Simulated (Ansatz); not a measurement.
`BCC=N` + `[CH3][GaH2]` → `[BH2][GaH][CH3]` + `CC=N`  (formal exchange of groups at a B–C bond)

Computed with Ansatz on PBE0-D4/def2-TZVP structures; ΔE is electronic, products minus reactants. CBS: MP2 limit from def2 TZ/QZ plus the TZ coupled-cluster correction, frozen cores. DFT in def2-TZVPP. For Ga outer-core shells are correlated without core-valence functions, which leaves a few kJ/mol of doubt a bond. Scalar relativity is left out up to krypton. Each species was taken in one conformer, which may not be the lowest.

```tsv
species	PBE0 energy (Eh)
`BCC=N`	-159.23552
`[CH3][GaH2]`	-1965.65331
`[BH2][GaH][CH3]`	-1991.04096
`CC=N`	-133.84128
```

Work out ΔE.

ΔE = (-1991.04096) + (-133.84128) − (-159.23552) − (-1965.65331) = 0.00659 Eh = +17.3 kJ/mol. CCSD(T)/CBS gives +14.9 kJ/mol.

Largest T1 diagnostic among the species: 0.013.

Leaving LDA and LC-ωPBE aside and taking each functional with its dispersion term where it has one, the values, not all of them listed here, spread over 10.0 kJ/mol, from PBE-D4 to B97M-V. LDA lies +8.4 kJ/mol from PBE without D4. At CCSD(T), def2-SVP lies +7.0 kJ/mol from the extrapolated value and def2-TZVPP +1.3 kJ/mol. From BLYP to BHLYP (50 % exact exchange), in def2-TZVPP and without D4, ΔE moves by +7.1 kJ/mol.
